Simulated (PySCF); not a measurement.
PySCF job for GeH₃, SMILES [GeH3-], charge -1, PBE/pcSseg-2. The structure is a stationary point at r2SCAN-D4/def2-TZVPD.

```python
import numpy as np
from pyscf import gto, scf, dft
from pyscf.prop.nmr import rks as nmr

mol = gto.M(
    atom='''
    Ge   -0.00000000    0.00000000   -0.07672651
    H     1.16071814    0.67014093    0.81841613
    H    -1.16071812    0.67014088    0.81841619
    H     0.00000005   -1.34028187    0.81841612
    ''',
    basis='pcSseg-2',
    charge=-1,
    spin=0,
    max_memory=1600,
    verbose=3,
)
mf = dft.RKS(mol, xc='pbe')
mf.grids.level = 3
mf.conv_tol = 1e-10
mf.max_cycle = 100
mf.kernel()
n = nmr.NMR(mf)
n.verbose = 2
n.max_cycle_cphf = 60
sigma = n.kernel()
print('atom   isotropic/ppm   span/ppm')
for i, s in enumerate(sigma):
    w = np.linalg.eigvalsh((s + s.T) / 2)
    print(f'{mol.atom_symbol(i):2s}{i + 1:3d} {w.mean():14.3f} {w[2] - w[0]:11.3f}')
```

It prints:

```
converged SCF energy = -2078.52672130489
atom   isotropic/ppm   span/ppm
Ge  1       1907.541      89.121
H   2         29.880      15.194
H   3         29.880      15.194
H   4         29.880      15.194
```

Self-consistency was reached.

Cost: very roughly 10 core-seconds.
